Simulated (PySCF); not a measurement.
## UHF on Ho (holmium, neutral)

Configuration: [Xe] 4f11 6s2, one real determinant. Computed with PySCF 2.14 in cc-pwCVTZ-X2C, with scalar relativity by spin-free X2C-1e.

```json
{"Total energy": "-12611.246874 hartree", "One-electron energy": "-17292.6785 hartree", "Hartree (Coulomb) energy": "4951.6056 hartree", "Exchange energy": "-270.1740 hartree", "⟨S²⟩": "3.7558", "⟨L²⟩": "34.030", "Sum of ⟨r⟩": "44.45 bohr", "Sum of ⟨r²⟩": "81.49 bohr²", "Traceless quadrupole moment −½Σ⟨3z² − r²⟩ along its main axis": "0.00613 e·bohr²", "Langevin diamagnetic susceptibility": "-64.5 ×10⁻⁶ cm³/mol"}
```

| shell | electrons | mean orbital energy (eV) | spread (eV) | rms radius, mean of both spins (bohr) |
| --- | --- | --- | --- | --- |
| 1s β | 1 | -55892.1 | 0 | 0.0236 |
| 1s α | 1 | -55892.1 | 0 | 0.0236 |
| 2s α | 1 | -9474.6 | 0 | 0.0952 |
| 2s β | 1 | -9474.5 | 0 | 0.0952 |
| 2p α | 3 | -8404.8 | 0.060 | 0.0859 |
| 2p β | 3 | -8404.8 | 0.056 | 0.0859 |
| 3s α | 1 | -2170.5 | 0 | 0.245 |
| 3s β | 1 | -2168.3 | 0 | 0.245 |
| 3p α | 3 | -1835.9 | 0.360 | 0.245 |
| 3p β | 3 | -1833.4 | 0.171 | 0.245 |
| 3d α | 5 | -1402.0 | 0.458 | 0.225 |
| 3d β | 5 | -1399.3 | 0.527 | 0.225 |
| 4s α | 1 | -456.73 | 0 | 0.552 |
| 4s β | 1 | -451.13 | 0 | 0.552 |
| 4p α | 3 | -343.99 | 0.591 | 0.587 |
| 4p β | 3 | -337.80 | 0.126 | 0.587 |
| 4d α | 5 | -187.44 | 0.952 | 0.646 |
| 4d β | 5 | -179.46 | 1.896 | 0.646 |
| 5s α | 1 | -62.334 | 0 | 1.38 |
| 5s β | 1 | -60.404 | 0 | 1.38 |
| 5p α | 3 | -32.973 | 0.246 | 1.64 |
| 5p β | 3 | -31.564 | 0.114 | 1.64 |
| 4f α | 7 | -14.994 | 1.383 | 0.933 |
| 4f β | 4 | -11.733 | 1.879 | 0.933 |
| 6s α | 1 | -5.197 | 0 | 4.69 |
| 6s β | 1 | -5.119 | 0 | 4.69 |

⟨L²⟩ = 34.03 against 42 for a pure I term, so this real determinant mixes terms. Spin-orbit coupling, absent here, splits the open shell strongly.

Densities and radii are taken from the X2C orbitals without a picture-change correction, which distorts them close to the nucleus.

Spin-orbit constants ζ (cm⁻¹) from the X2C one-electron operator on these orbitals: bare nucleus, nucleus screened by l(l+1)(2l+1)/3 electrons, and screened by the Breit-Pauli mean field of the electrons.

```json
{"shell": "2p", "bare": "4410000", "screened nucleus": "4279000", "mean field": "n/a"}
{"shell": "3p", "bare": "930300", "screened nucleus": "902500", "mean field": "n/a"}
{"shell": "3d", "bare": "145600", "screened nucleus": "123900", "mean field": "n/a"}
{"shell": "4p", "bare": "203700", "screened nucleus": "197600", "mean field": "n/a"}
{"shell": "4d", "bare": "26900", "screened nucleus": "22880", "mean field": "n/a"}
{"shell": "4f", "bare": "3914", "screened nucleus": "2278", "mean field": "n/a"}
{"shell": "5p", "bare": "24200", "screened nucleus": "23480", "mean field": "n/a"}
```

To first order the Landé constant is A = -759.5 cm⁻¹, so the lowest level has J = 15/2 and lies 0.847 eV below the centre of the term. This holds in LS coupling only.
